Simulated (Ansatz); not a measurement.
The first iterations of a band of C2H7FSSi2 (13 atoms, charge 0, multiplicity 1).

These are results of RKS PBE0-D4/6-31G* (Ansatz), not measurements.

```yaml
movable_images: 7
climbing_image: yes
spring: 5.0 eV/Å²
optimiser: quadratic models (default)
start_path: through a guess of the saddle point
force_threshold: 0.5 eV/Å
iteration_limit: 60
end_points: relaxed
```

Image 0:

```xyz
13
Properties=species:S:1:pos:R:3
C -1.833 -1.223 -0.406
Si -0.025 -1.112 0.026
F 0.162 -1.154 1.635
C 0.690 0.531 -0.569
Si 1.422 1.786 0.646
S 0.629 0.800 -2.181
H -2.265 -2.173 -0.073
H -2.396 -0.408 0.063
H -1.959 -1.147 -1.491
H 0.784 -2.215 -0.555
H 0.373 2.149 1.640
H 1.885 2.990 -0.090
H 2.553 1.141 1.369
```

Image 8:

```xyz
13
Properties=species:S:1:pos:R:3
C -1.728 -1.127 -0.460
Si 0.013 -1.067 0.186
F -0.010 -1.038 1.810
C 0.841 0.521 -0.409
Si 0.765 2.032 0.702
S 0.965 0.567 -2.118
H -2.255 -2.014 -0.093
H -2.287 -0.241 -0.142
H -1.718 -1.152 -1.553
H 0.856 -2.217 -0.224
H 1.242 1.754 2.089
H 1.446 3.235 0.138
H 1.891 0.711 0.089
```

| iteration | highest image above the first end (eV) | largest band force component (eV/Å) |
| --- | --- | --- |
| 1 | 3.330 | 11.375 |
| 2 | 2.020 | 4.263 |

**Question.** Does the band converge within its limit, and where does its top end?

**Answer.** It converged. It ended after 7 iterations with the highest image 1.635 eV above the first end. The threshold of 0.5 eV/Å is loose, so the images may lie well off the minimum-energy path. The order of the stationary point at the top wasn't checked.

Run time: 96 s on 2 threads of AMD EPYC 9R45 96-Core Processor (Zen 5), on a shared host, peak memory 0.32 GiB.
